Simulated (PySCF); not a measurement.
Gas-phase reaction: 2 GeO + 3 F2O ⇌ 2 GeF3 + 5 O

Method: PySCF energies plus ideal-gas RRHO corrections (1 bar). † marks an energy on the PBE0/def2-TZVP geometry and frequencies; other levels use their own. MP2 freezes the core. 6-31G* has spherical d functions here. Open shells (unrestricted): GeF3 (multiplicity 2), O (multiplicity 3); the rest are closed-shell singlets. Spin-orbit splitting is ignored; it lowers the true energy and changes the entropy of O. B3LYP is the form with VWN-RPA correlation. Ge: all electrons, no relativistic terms. GeF3: computed as isolated molecules; such fragments, hydroxides, amides, oligomers or adducts are transient or little studied in the gas. MP2 isn't extrapolated to the basis-set limit.

```tsv
level	ΔH°(298 K), kJ
B3LYP/6-31G*	-175
BLYP/def2-TZVP†	(withheld)
HF/6-31G*	-1710
HF/def2-TZVP†	(withheld)
MP2/def2-TZVPP†	-301
PBE/def2-TZVP†	75
LDA/def2-TZVP†	(withheld)
```

**Question.** Complete the blanks.

**Answer.** 
- BLYP/def2-TZVP†, ΔH°(298 K), kJ: 19
- HF/def2-TZVP†, ΔH°(298 K), kJ: -1736
- LDA/def2-TZVP†, ΔH°(298 K), kJ: 418
